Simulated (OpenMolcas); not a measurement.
In²⁺: CASPT2 settings compared

```yaml
Program: OpenMolcas 26.06
Basis: ANO-RCC-VDZP [6s5p3d1f]
Scalar_Hamiltonian: DKH3, point nucleus
Active_space: 1 electron in 4 orbitals (5s 5p)
State_averaging: 2S+1 = 2 even, 1 root; 2S+1 = 2 odd, 3 roots
Spin-orbit_coupling: RASSI with atomic mean-field integrals over the reference wave functions, term energies averaged over their components
```

Methods on the same reference wave functions:
A. CASSCF
B. SS-CASPT2, IPEA 0.1 Eh, sigma2 regulariser 0.5 Eh (closed shells correlated: 4d)
C. SS-CASPT2, IPEA 0.3 Eh, sigma2 regulariser 0.2 Eh (closed shells correlated: 4d)
D. XMS-CASPT2, IPEA 0.6 Eh, imaginary shift 0.2 Eh (closed shells correlated: 4d)

Energies in cm⁻¹ above 5s ²S_1/2, the measured ground level; measured values from Moore, Atomic Energy Levels, vol. III, NSRDS-NBS 35 (1971 reprint of NBS Circular 467, 1958).

| Level | A | B | C | D | Measured |
| --- | --- | --- | --- | --- | --- |
| 5s ²S_1/2 | 0.0 | 0.0 | 0.0 | 0.0 | 0.0 |
| 5p ²P°_1/2 | 55392 | 58370 | 58308 | 57853 | 57181 |
| 5p ²P°_3/2 | 59428 | 62406 | 62343 | 61888 | 61523 |

Deviations, from unrounded energies. A percentage is the sum of absolute deviations over the sum of measured energies, with the sign that they share, or ± where signs differ.

| Against measurement | Levels | A | B | C | D |
| --- | --- | --- | --- | --- | --- |
| mean absolute deviation (cm-1) | 2 | 1900 | 1000 | 970 | 520 |
| other configurations (%) | 2 | -3.3 | +1.7 | +1.6 | +0.9 |

D lies closest to measurement on these levels and A furthest from it. The largest miss of D in the table is 5p ²P°_1/2, by +670 cm-1. The ranking rests on the paired levels alone, and a cruder setting can come out closer through cancelling errors.

Among B to D the level of the table that moves most is 5p ²P°_1/2, by 520 cm-1 (lowest in D, highest in B).

The lowest spin-free term lies below A's lowest term by 0.317 hartree in B, 0.316 hartree in C, 0.314 hartree in D.

With one active electron the reference holds no correlation, so core polarisation is missing (holds for A). With one active electron, CASPT2 adds the correlation within the correlated inactive shells and between them and that electron, and leaves the splitting within a term as the reference gives it (holds for B; C; D). Measured partners are found by configuration, term and J. A level has none where our copy of the source lacks it or the pairing is in doubt (some pairs that miss far off the trend of their configuration count as doubtful), and it then counts in no deviation. Levels of configurations outside the active space are missing.

° marks odd parity.
